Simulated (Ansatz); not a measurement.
[CuH2]- (CuH₂⁻). The state is a triplet with charge -1. Geometry r2SCAN-D4/def2-TZVPD, that of the charge -1 singlet; atoms count from 1.

```
atom   x (Å)   y (Å)   z (Å)
 Cu1   0.000   0.000   0.000
  H2   1.539  -0.134  -0.173
  H3  -1.539   0.134   0.173
```

The highest occupied level of the charge -1 triplet lies above zero (up to 1.92 eV). By energy differences it is unbound by 0.56 eV (vertical, against the charge 0 doublet, at PBE0-D4/def2-TZVPD) and held by the finite basis. At PBE0-D4/def2-TZVPD a singlet of charge -1 lies 3.26 eV below the triplet at the same geometry.

Problem. Estimate the Mulliken populations from the PBE0/def2-TZVPD orbitals of Ansatz.

Solution. 
```tsv
atom	charge (e)	spin (α − β)	d electrons
Cu1	-1.40	2.16	9.40
H2	0.20	-0.08	–
H3	0.20	-0.08	–
```
Mulliken values depend strongly on the basis. With diffuse functions, as here, like atoms can get unlike values, and bond orders can come out too low or too high.

Problem. Where does the spin sit?

Solution. Summed by element: Cu 2.16, H -0.16, of 2 unpaired in all. Largest on single atoms: Cu1 2.16, H3 -0.08, H2 -0.08.
